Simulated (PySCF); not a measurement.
# Si²⁺ (silicon, charge +2) across methods

[Ne] 3s2, closed-shell 1S. Calculation: PySCF 2.14, in aug-cc-pVDZ-DK (5s4p2d, 27 functions); the spin-free X2C one-electron Hamiltonian (Gaussian nucleus). The B2PLYP total includes its PT2 part (frozen core); its orbital energies are those of the SCF part.

```
   method  E (hartree)  mean ε 2s (eV)  mean ε 2p (eV)  mean ε 3s (eV)  Σ⟨r²⟩ (bohr²)   ⟨S²⟩
   B2PLYP    -288.9668         -176.69         -128.35         -30.726          11.87  0.000
     MN15    -289.0544         -163.69         -122.81         -30.128          11.88  0.000
   r2SCAN    -289.0335         -165.18         -119.43         -28.751          11.84  0.000
      LDA    -287.8972         -160.28         -117.28         -28.707          11.77  0.000
BHandHLYP    -289.0910         -176.13         -128.06         -30.809          11.84  0.000
      PBE    -288.9254         -161.16         -117.33         -28.600          11.79  0.000
  wB97X-V    -289.0319         -170.09         -124.52         -32.153          11.85  0.000
     PBE0    -288.9500         -168.71         -122.66         -29.738          11.80  0.000
      UHF   -288.59121         -189.99         -137.43         -32.235          11.98  0.000
```
